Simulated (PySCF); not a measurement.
**Heteronuclear NMR**

Bonds (- single, = double, # triple, : aromatic): C1-O2, O2-Si3, Si3-N4, Si3-O5, Si3-C6, C6:C7, C7:C8, C8:C9, C9:O10, O10:C6. C1 carries H11, H12, H13; N4 carries H14, H15; O5 carries H16; C7 carries H17; C8 carries H18; C9 carries H19. Stereochemistry as in CO[Si@@](N)(O)c1ccco1.

[PySCF: structure optimised with GFN2-xTB; NMR shieldings at PBE0/pcSseg-1/GIAO; no relativistic terms; rapidly exchanging positions averaged; one computed conformer; no solvent model]

**Question.** Where does ²⁹Si resonate?

**Answer.** 
```json
{"atoms": "Si3", "environment": "silicon bonded to C, N, 2 O", "σ (ppm)": "404.2", "δ (ppm)": "-52.3"}
```

Shieldings were converted by a linear fit to measured shifts: ²⁹Si (scatter 8.9 ppm rms, 25.8 ppm with the 6 outliers that the fit left out vs TMS, solution or neat liquid). A few per cent of atoms miss by over 2 rms, more outside the fitted compound classes.

On a 300 MHz spectrometer ²⁹Si resonates near 59.6 MHz, so 1 ppm is 59.6 Hz.

**Question.** Where does ¹⁵N resonate?

**Answer.** 
| atoms | environment | σ (ppm) | δ (ppm) |
| --- | --- | --- | --- |
| N4 | nitrogen bonded to Si, 2 H | 239.9 | -369.1 |

Shieldings were converted by a linear fit to measured shifts: ¹⁵N: δ = -148.07 − 0.921σ (rms 6.3 ppm, 71 shifts vs CH3NO2, solution or neat liquid). Occasional misses reach two or three times the rms, and more in compound classes unlike the fitted ones.

On a 400 MHz spectrometer ¹⁵N resonates near 40.5 MHz, so 1 ppm is 40.5 Hz.

**Question.** Where does ¹⁷O resonate?

**Answer.** 
```json
{"atoms": "O10", "environment": "aromatic ring oxygen", "σ (ppm)": "21.2", "δ (ppm)": "247.4"}
{"atoms": "O5", "environment": "oxygen bonded to Si, H", "σ (ppm)": "288.3", "δ (ppm)": "4.1"}
{"atoms": "O2", "environment": "oxygen bonded to C, Si", "σ (ppm)": "300.3", "δ (ppm)": "-6.8"}
```

Shieldings were converted by a linear fit to measured shifts: ¹⁷O (scatter 10.7 ppm rms, 12.2 ppm with the 3 outliers that the fit left out vs liquid water, solution or neat liquid). A few per cent of atoms miss by over 2 rms, more outside the fitted compound classes.

On a 500 MHz spectrometer ¹⁷O resonates near 67.8 MHz, so 1 ppm is 67.8 Hz.
